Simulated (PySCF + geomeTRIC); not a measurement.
Species: [Hf(Cl)(OH)3] (charge 0, multiplicity 1).

Problem. Give a relaxed geometry from PySCF + geomeTRIC with BP86-D3(BJ)/def2-SVP.

Solution. This is not unique; one that fits is the end point of this relaxation, one of several conformers.
Cartesian coordinates (Å) in one orientation:
```xyz
8

Hf     0.073    -0.170    -0.003
Cl     2.247    -0.971    -0.611
O      0.217     1.670     0.553
H      0.160     2.587     0.849
O     -0.612    -1.242     1.446
H     -1.083    -1.687     2.162
O     -1.093    -0.310    -1.533
H     -1.766    -0.302    -2.224
```
